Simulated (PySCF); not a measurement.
## Working out the ionisation energy of Fe⁺

Fe⁺ [Ar] 3d6 4s1 (6D) → Fe²⁺ [Ar] 3d6 (5D). Calculation: PySCF 2.14, in x2c-TZVPPall; the spin-free X2C one-electron Hamiltonian (Gaussian nucleus). Frozen: [Ne]. Energies in hartree (1 hartree = 27.21139 eV):

| part | Fe⁺ (lower) | Fe²⁺ (upper) |
| --- | --- | --- |
| UHF | -1271.101367 | -1270.539004 |
| CCSD correlation | -0.467528 | -0.439730 |
| (T) | -0.009283 | -0.007381 |

Problem. What does Hartree-Fock give?

Solution. (-1270.539004) − (-1271.101367) = 0.562363 hartree = 15.303 eV.

Problem. What do CCSD and CCSD(T) give?

Solution. The CCSD correlation energies differ by 0.027798 hartree = 0.756 eV and the triples by 0.001902 hartree = 0.052 eV, so CCSD gives 16.059 eV and CCSD(T) 16.111 eV.

A first-order spin-orbit estimate adds -0.001 eV to CCSD(T) (valence and next inner shell), giving 16.110 eV against 16.199 eV (measured; NIST Atomic Spectra Database, ionization energies).

What remains against the reference includes basis incompleteness, the frozen core and higher excitations.
